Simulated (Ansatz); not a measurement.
Species: germanium monoxide triplet, GeO, charge 0, multiplicity 3. This is an excited triplet: at this geometry the singlet lies 2.74 eV lower at CCSD(T)/CBS(aug-cc-pVTZ,aug-cc-pVQZ). SMILES: [O]=[Ge]
Geometry from a B3LYP-D3(BJ)/def2-TZVP (Ansatz, a quantum-chemistry and plane-wave program) optimisation:
```
O
Ge 1 1.8674
```
Charge 0, spin multiplicity 3.

Parts of the frozen-core correlation energy in cc-pVDZ (Ansatz, hartree). Frozen orbitals: 15; correlated occupied orbitals by spin: 6 and 4; virtual: 20 and 22. Open shells are spin-unrestricted. No spin-orbit coupling. No relativistic terms.

```
term                             value
-------------------------  -----------
reference (HF)             -2150.13280
MP2 opposite-spin                  ___
MP2 same-spin                      ___
CCSD correlation                   ___
(T)                           -0.00617
CCSDT minus CCSD(T)           -0.00529
CCSDT(Q) minus CCSD(T)        -0.00831
T1 diagnostic                    0.026
largest doubles amplitude        0.065
<S^2> of the reference           2.027
```

### Question
Fill in the missing entries.

### Answer

- MP2 opposite-spin, value: -0.14762
- MP2 same-spin, value: -0.04695
- CCSD correlation, value: -0.21989
